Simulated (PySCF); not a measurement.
## Working out the ionisation energy of Ge

Ge [Ar] 3d10 4s2 4p2 (3P) → Ge⁺ [Ar] 3d10 4s2 4p1 (2P). All numbers are calculated (PySCF 2.14, the non-relativistic Hamiltonian (point nucleus), in dyall-av2z (16s12p8d, 92 functions)). Frozen: [Ar] 3d10; the 34 highest virtual orbitals dropped. Energies in hartree (1 hartree = 27.21139 eV):

```tsv
part	Ge (lower)	Ge⁺ (upper)
UHF	-2075.339058	-2075.065338
MP2 opposite-spin	-0.036114	-0.031461
MP2 same-spin	-0.007672	-0.002269
```

Problem. What does Hartree-Fock give?

Solution. (-2075.065338) − (-2075.339058) = 0.273720 hartree = 7.448 eV.

Problem. What do MP2 and SCS-MP2 (6/5 opposite-spin, 1/3 same-spin) give?

Solution. The opposite-spin parts differ by 0.127 eV and the same-spin parts by 0.147 eV. MP2: 7.448 + (0.127) + (0.147) = 7.722 eV. SCS-MP2: 7.448 + 1.2 × (0.127) + (0.147)/3 = 7.649 eV.

Measured between the centres of the two terms (NIST): 7.925 eV, so MP2 (valence) is off by -0.203 eV.

The calculation is non-relativistic.

A double-zeta basis recovers only part of the correlation energy.

What remains against the reference includes basis incompleteness, the frozen core and correlation beyond second order.
